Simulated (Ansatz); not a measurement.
Input for Ansatz (a program for electronic structure): U-CCSD(T)/def2-TZVPP on H2-, 2S+1 = 2, a spin state set in the input, which need not be the lowest, a point of a bond scan (R = 1.139 Å). Charge -1.

Ansatz 0.2 input:
```yaml
crystal:
  periodic: [false, false, false]
  atoms:
    - {symbol: H, position_ang: [0.00000000, 0.00000000, 0.00000000]}
    - {symbol: H, position_ang: [0.00000000, 0.00000000, 1.13941000]}
basis:
  gaussian:
    orbitals: def2-TZVPP
total_charge: -1
magnetization: {spin_polarized: true, initial_magnetization: 1}
correlation: {method: ccsd_t, electrons: valence}
output: {orbitals: {seedname: ./end}}
```

### Question
What total energy does the run end on?

### Answer
-1.0350 hartree (reference determinant -0.9879, T1 diagnostic 0.009).
